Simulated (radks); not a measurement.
Question: The mean radii <r> (bohr) of the occupied orbitals of an atom or ion are listed with their occupations. All-electron calculation, scalar-relativistic Kohn-Sham, SCAN, spin-polarised, spherical densities, finite nucleus; meta-GGA in the generalised Kohn-Sham scheme; Fermi nuclear charge, rms radius of each element as measured or else 0.836 A^(1/3) + 0.57 fm. Program: a radial shooting solver on a logarithmic mesh with Libxc functionals.

| orbital | occ. | <r> |
|---|---|---|
| 1s down | 1 | 0.02457 |
| 1s up | 1 | 0.02457 |
| 2s up | 1 | 0.1052 |
| 2s down | 1 | 0.1052 |
| 2p up | 3 | 0.09237 |
| 2p down | 3 | 0.09237 |
| 3s up | 1 | 0.2781 |
| 3s down | 1 | 0.2780 |
| 3p up | 3 | 0.2764 |
| 3p down | 3 | 0.2763 |
| 3d up | 5 | 0.2537 |
| 3d down | 5 | 0.2536 |
| 4s up | 1 | 0.6374 |
| 4s down | 1 | 0.6373 |
| 4p up | 3 | 0.6748 |
| 4p down | 3 | 0.6747 |
| 4d up | 5 | 0.7448 |
| 4d down | 5 | 0.7448 |
| 5s up | 1 | 1.506 |
| 5s down | 1 | 1.513 |
| 5p up | 3 | 1.709 |
| 5p down | 3 | 1.717 |
| 4f up | 1 | 1.054 |

Name the element and its charge. Open shells, if any, are filled with parallel spins first.

Answer: Z = 58, cerium, charge +3: Ce3+ in [Xe] 4f1. The 1s radius gives Z: for a bare nucleus <r> = (2 gamma + 1)/(2Z) with gamma = sqrt(1 - (Z/c)^2), 0.02424 bohr for Z = 58, and screening makes it slightly larger (0.02457 here). The occupations add up to 55, and the charge is Z minus that.
